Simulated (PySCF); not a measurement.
Al(Cl)(Br)2, SMILES [Cl][Al]([Br])[Br] (AlBr2Cl) at its PBE0/def2-SVP optimised geometry (Å):

```
4

Al    -0.4884    -0.0002     0.0000
Cl     1.5953    -0.0002     0.0000
Br    -1.5944     1.9367     0.0000
Br    -1.5953    -1.9367     0.0019
```

Calculation: PBE0/def2-TZVP in PySCF.

Map of the electrostatic potential (hartree/e), clipped to [-0.08, 0.12] on the plane z = 1.5 Å:

```
|0000000000000000000000000000000|
|0000000000000000000000000000000|
|0000000000000000000000000000000|
|0000000000000000000000000000000|
|0000001111100000000000000000000|
|0000001122110000000000000000000|
|0000001222221000000000000000000|
|0000001233321111100000000000000|
|0000001234332211111000000000000|
|0000001233333332221000000000000|
|0000001223444444322100000000000|
|0000001123456776532100000000000|
|0000001234679998643210000000000|
|0000011235799999863211100000000|
|0000011246999999964321110000000|
|0000012346999999974322110000000|
|0000011246999999964321110000000|
|0000011235799999863211100000000|
|0000001234679998643210000000000|
|0000001123456776532100000000000|
|0000001223444444322100000000000|
|0000001233333332221000000000000|
|0000001234332211111000000000000|
|0000001233321111100000000000000|
|0000001223221000000000000000000|
|0000001122110000000000000000000|
|0000001111100000000000000000000|
|0000000000000000000000000000000|
|0000000000000000000000000000000|
|0000000000000000000000000000000|
|0000000000000000000000000000000|
```
Scale: ten equal steps from -0.006 (start of '0') to 0.120 (end of '9'), in the order '0123456789'; x runs from -4.00 to 4.00, y from -4.00 (bottom) to 4.00 (top).
